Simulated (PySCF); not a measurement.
The first ionisation energy along group 8

Calculated with PySCF 2.14 from differences of total energies of unrestricted determinants, without spin-orbit coupling. Values in eV. The last column holds reference values (NIST; (s) semi-empirical, (t) theoretical, else measured). Unmarked ones compare directly (S terms, centres of terms, or small fine structure); those marked * lie between the lowest fine-structure levels and include a spin-orbit shift.

| element | configurations | UHF | MP2 (valence) | SCS-MP2 (valence) | reference |
| --- | --- | --- | --- | --- | --- |
| Fe (def2-TZVP, non-relativistic) | [Ar] 3d6 4s2 → [Ar] 3d6 4s1 | 6.370 | 7.226 | 7.374 | 7.904 |
| Ru (def2-TZVP with the def2 core potential (28 electrons), ECP) | [Kr] 4d7 5s1 → [Kr] 4d7 | 6.301 | 6.891 | 6.702 | 7.365 |
| Os (def2-TZVP with the def2 core potential (60 electrons), ECP) | [Xe] 4f14 5d6 6s2 → [Xe] 4f14 5d6 6s1 | 6.505 | 7.703 | 7.878 | 8.473 |

Question: Which of these methods has the smallest mean absolute error against the measured values here?

Answer: SCS-MP2 (valence), with 0.596 eV.

```tsv
method	elements	mean error (eV)	mean absolute error (eV)	largest error (eV)
UHF	3	-1.522	1.522	-1.969
MP2 (valence)	3	-0.641	0.641	-0.770
SCS-MP2 (valence)	3	-0.596	0.596	-0.663
```

Errors include the incompleteness of the basis and the frozen core.

"Valence" correlates the outer s and p shells and, in groups 3 to 12 and the f block, the outer d or f shell, open or full, or the next shell where the ion has no valence electron left; the wider scheme adds the next inner shell.
